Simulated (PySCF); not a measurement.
Record of a relaxation.

Species: C6H9N.
Atom-mapped SMILES: `[CH2:1]=[C:2]=[C:3]=[CH:4][N:5]([CH3:6])[CH3:7]` (hydrogens: H8, H9 on C1; H10 on C4; H11, H12, H13 on C6; H14, H15, H16 on C7)

Method: PBE0-D3(BJ)/def2-SVP geometry optimisation, gas phase in PySCF 2.14.0; density fitting, grid level 2; the optimiser is geomeTRIC in internal coordinates, started from a GFN2-xTB structure. The frame can shift and turn from step to step; on so coarse a grid that alone can change the energy by a few meV, and forces under 0.02 eV/Å are noise.

Step 0: E = -7841.1143 eV, largest atomic force 0.798 eV/Å
```
atom  x, y, z in Å  |  force x, y, z in eV/Å
C1      3.662   -0.135    0.202    0.235  -0.079   0.075
C2      2.413    0.199   -0.021    0.498  -0.092   0.026
C3      1.224    0.522   -0.251   -0.458   0.149  -0.171
C4     -0.033    0.857   -0.497   -0.678  -0.172   0.382
N5     -1.133    0.282    0.088    0.048  -0.126  -0.182
C6     -2.412    0.401   -0.561    0.345  -0.038   0.194
C7     -0.941   -0.909    0.874   -0.070   0.409  -0.146
H8      4.478    0.412   -0.239    0.448   0.342  -0.271
H9      3.916   -0.970    0.835    0.121  -0.484   0.370
H10    -0.252    1.685   -1.161   -0.128   0.346  -0.315
H11    -2.561   -0.369   -1.330   -0.091  -0.194  -0.235
H12    -2.500    1.380   -1.030   -0.062   0.322  -0.167
H13    -3.204    0.299    0.183   -0.287   0.003   0.164
H14    -1.789   -1.037    1.547   -0.243  -0.073   0.226
H15    -0.030   -0.800    1.460    0.263  -0.043   0.225
H16    -0.847   -1.808    0.251    0.058  -0.270  -0.174
```

Step 1: E = -7841.1706 eV, largest atomic force 0.148 eV/Å
```
atom  x, y, z in Å  |  force x, y, z in eV/Å
C1      3.995   -0.270    0.113    0.102  -0.007  -0.005
C2      2.733    0.055   -0.117   -0.013  -0.017   0.013
C3      1.519    0.355   -0.335   -0.016   0.013   0.035
C4      0.248    0.694   -0.565    0.052   0.042  -0.126
N5     -0.859    0.099   -0.034   -0.026   0.112   0.045
C6     -2.132    0.294   -0.668   -0.134  -0.047  -0.044
C7     -0.708   -1.059    0.800    0.038  -0.140  -0.006
H8      4.817    0.304   -0.328   -0.029  -0.010   0.028
H9      4.254   -1.124    0.747   -0.012   0.025  -0.029
H10     0.030    1.538   -1.235    0.011  -0.056   0.052
H11    -2.336   -0.462   -1.454   -0.009   0.034   0.022
H12    -2.179    1.289   -1.136    0.032  -0.027   0.021
H13    -2.943    0.230    0.076    0.022   0.013  -0.009
H14    -1.583   -1.167    1.459    0.006   0.021  -0.026
H15     0.193   -0.952    1.421   -0.022   0.017  -0.013
H16    -0.599   -1.991    0.208   -0.002   0.028   0.041
```

Step 2: E = -7841.1716 eV, largest atomic force 0.145 eV/Å
```
atom  x, y, z in Å  |  force x, y, z in eV/Å
C1      4.010   -0.260    0.117    0.006   0.009  -0.004
C2      2.743    0.051   -0.112   -0.002  -0.010  -0.007
C3      1.528    0.341   -0.334   -0.050  -0.039   0.053
C4      0.256    0.677   -0.573   -0.069   0.088  -0.093
N5     -0.862    0.095   -0.045    0.055  -0.086   0.072
C6     -2.144    0.297   -0.663    0.031   0.051  -0.053
C7     -0.716   -1.064    0.791    0.008  -0.053   0.025
H8      4.825    0.325   -0.318   -0.005   0.005   0.001
H9      4.277   -1.112    0.749   -0.002  -0.001  -0.001
H10     0.046    1.521   -1.242    0.001   0.008  -0.015
H11    -2.369   -0.457   -1.443    0.009   0.001   0.012
H12    -2.182    1.291   -1.131    0.002   0.006  -0.010
H13    -2.944    0.247    0.093    0.017   0.009   0.009
H14    -1.592   -1.160    1.450   -0.001  -0.005   0.002
H15     0.186   -0.959    1.409   -0.002   0.003   0.009
H16    -0.616   -1.999    0.205    0.000   0.013   0.000
```

Step 3: E = -7841.1723 eV, largest atomic force 0.139 eV/Å
```
atom  x, y, z in Å  |  force x, y, z in eV/Å
C1      4.008   -0.254    0.118   -0.059   0.012   0.002
C2      2.738    0.047   -0.111   -0.003   0.002  -0.026
C3      1.522    0.333   -0.335    0.039   0.000  -0.003
C4      0.252    0.670   -0.583    0.029  -0.062   0.122
N5     -0.860    0.087   -0.041   -0.014  -0.028  -0.081
C6     -2.139    0.304   -0.663    0.025   0.007   0.049
C7     -0.716   -1.075    0.794   -0.016   0.068  -0.015
H8      4.817    0.340   -0.317    0.016   0.013  -0.016
H9      4.283   -1.103    0.749    0.008  -0.018   0.017
H10     0.040    1.512   -1.251   -0.008   0.023  -0.033
H11    -2.374   -0.447   -1.443    0.007  -0.023  -0.005
H12    -2.159    1.297   -1.132   -0.015   0.014  -0.015
H13    -2.939    0.268    0.093   -0.018   0.003   0.009
H14    -1.592   -1.167    1.452   -0.010  -0.010   0.011
H15     0.186   -0.970    1.412    0.012   0.003   0.015
H16    -0.618   -2.011    0.210    0.006  -0.004  -0.031
```

Step 4: E = -7841.1731 eV, largest atomic force 0.026 eV/Å
```
atom  x, y, z in Å  |  force x, y, z in eV/Å
C1      4.010   -0.254    0.114   -0.003   0.006  -0.001
C2      2.741    0.047   -0.111    0.001  -0.002  -0.007
C3      1.524    0.334   -0.330   -0.010  -0.013   0.020
C4      0.254    0.671   -0.573   -0.001   0.010   0.001
N5     -0.862    0.089   -0.039    0.013   0.000  -0.017
C6     -2.138    0.303   -0.664   -0.004   0.001   0.015
C7     -0.720   -1.072    0.796   -0.001   0.005  -0.008
H8      4.817    0.339   -0.326    0.005  -0.002   0.000
H9      4.288   -1.103    0.746    0.001   0.001   0.000
H10     0.043    1.513   -1.244    0.002   0.001  -0.004
H11    -2.367   -0.452   -1.442   -0.003  -0.004   0.002
H12    -2.162    1.295   -1.138    0.002  -0.004  -0.002
H13    -2.941    0.266    0.089   -0.004   0.004   0.000
H14    -1.600   -1.169    1.450    0.000  -0.002  -0.003
H15     0.178   -0.968    1.420   -0.001   0.002   0.003
H16    -0.617   -2.006    0.208    0.005  -0.002  -0.001
```

Step 5: E = -7841.1730 eV, largest atomic force 0.027 eV/Å
```
atom  x, y, z in Å  |  force x, y, z in eV/Å
C1      4.005   -0.258    0.119    0.012  -0.006   0.005
C2      2.737    0.045   -0.109    0.003   0.008  -0.009
C3      1.521    0.335   -0.330    0.019   0.015  -0.004
C4      0.253    0.677   -0.577   -0.022  -0.001  -0.013
N5     -0.861    0.092   -0.045   -0.020  -0.009   0.015
C6     -2.142    0.301   -0.661    0.010   0.018  -0.010
C7     -0.712   -1.068    0.789   -0.001  -0.015   0.007
H8      4.816    0.332   -0.319   -0.006  -0.002   0.003
H9      4.279   -1.108    0.752    0.000   0.004  -0.003
H10     0.045    1.519   -1.250    0.000  -0.010   0.009
H11    -2.374   -0.459   -1.435   -0.004   0.001   0.004
H12    -2.173    1.291   -1.138    0.005  -0.004  -0.003
H13    -2.940    0.264    0.098    0.004   0.004  -0.002
H14    -1.591   -1.171    1.444    0.000  -0.001  -0.007
H15     0.186   -0.959    1.414   -0.006  -0.002   0.001
H16    -0.603   -2.000    0.200    0.005   0.001   0.006
```

Step 6: E = -7841.1732 eV, largest atomic force under 0.02 eV/Å
```
atom  x, y, z in Å  |  force x, y, z in eV/Å
C1      4.008   -0.256    0.117    0.005  -0.004   0.003
C2      2.739    0.046   -0.109    0.003   0.007  -0.007
C3      1.523    0.334   -0.329    0.003   0.004   0.005
C4      0.254    0.674   -0.575   -0.011   0.001  -0.012
N5     -0.861    0.090   -0.043   -0.004  -0.005   0.009
C6     -2.141    0.302   -0.663    0.003   0.010  -0.002
C7     -0.717   -1.070    0.792    0.001  -0.008  -0.001
H8      4.817    0.336   -0.323   -0.004  -0.001   0.001
H9      4.285   -1.105    0.749    0.000   0.002  -0.002
H10     0.045    1.516   -1.247    0.001  -0.005   0.005
H11    -2.372   -0.457   -1.437   -0.004   0.000   0.003
H12    -2.167    1.292   -1.139    0.004  -0.004  -0.003
H13    -2.940    0.267    0.094    0.002   0.004  -0.001
H14    -1.597   -1.172    1.445   -0.001  -0.001  -0.005
H15     0.180   -0.962    1.418   -0.004   0.000   0.001
H16    -0.608   -2.003    0.203    0.004   0.000   0.004
```

Q: Summarise the path.

A: The energy falls by 0.0589 eV from step 0 to step 6; nine tenths of that is first reached at step 1. It never rises by more than 0.2 meV. The largest force goes from 0.798 to under 0.02 eV/Å. Among the bonds C1–H8 changes most (a near tie, within 0.001 Å, with another), from 1.077 to 1.094 Å; the atoms move by 0.073 Å rms after alignment.

Q: Follow the three bonds and two angles with the largest change from start to end.

A: 
| step | E above end (eV) | largest force (eV/Å) | C1–H8 (Å) | C1–H9 (Å) | C2=C3 (Å) | C6–N5–C7 (°) | C2–C3–C4 (°) |
| --- | --- | --- | --- | --- | --- | --- | --- |
| 0 | 0.0589 | 0.798 | 1.077 | 1.078 | 1.254 | 115.7 | 179.7 |
| 1 | 0.0026 | 0.148 | 1.095 | 1.095 | 1.268 | 117.4 | 178.9 |
| 2 | 0.0016 | 0.145 | 1.094 | 1.094 | 1.269 | 117.0 | 178.7 |
| 3 | 0.0009 | 0.139 | 1.093 | 1.093 | 1.269 | 117.5 | 178.3 |
| 4 | 0.0001 | 0.026 | 1.094 | 1.094 | 1.269 | 117.4 | 178.3 |
| 5 | 0.0002 | 0.027 | 1.094 | 1.094 | 1.269 | 117.3 | 178.2 |
| 6 | 0.0000 | under 0.02 | 1.094 | 1.094 | 1.269 | 117.3 | 178.2 |

What follows is the cost of the whole optimisation. On one thread of an Arm Neoverse V2, no GPU, on a shared host, this took 49 s wall and 0.76 GiB of memory at its peak.
